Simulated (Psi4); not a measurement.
Reaction (SMILES): BN (BH2-NH2) → [NH-]B + H+
B3LYP-D3(BJ)/def2-TZVP geometries, fixed; electronic energies without zero-point terms.
Largest species:
```
B
N 1 1.3876
H 2 1.0069 1 123.31
H 2 1.0069 3 113.37 1 180.00
H 1 1.1928 2 119.04 3 0.00
H 1 1.1928 5 121.92 2 180.00
```
Charge 0, spin multiplicity 1.

Effect of the treatment of two-electron integrals at MP2/cc-pVTZ with Psi4, against the last row, where the deprotonation energy is 390.98 kcal/mol. Cores are frozen. The proton leaves the site shown, which need not be the most acidic.

| setting | largest shift of a total energy (mEh) | shift of the deprotonation energy (kcal/mol) |
|---|---|---|
| scf_type: df | 0.128 | 0.010 |
| scf_type: cd | 0.024 | 0.000 |
| scf_type: pk | 0.000 | 0.000 |

Within 0.02 kcal/mol in the deprotonation energy: scf_type: df; scf_type: cd. The largest shift is 0.128 mEh in a total energy and 0.010 kcal/mol in the difference.
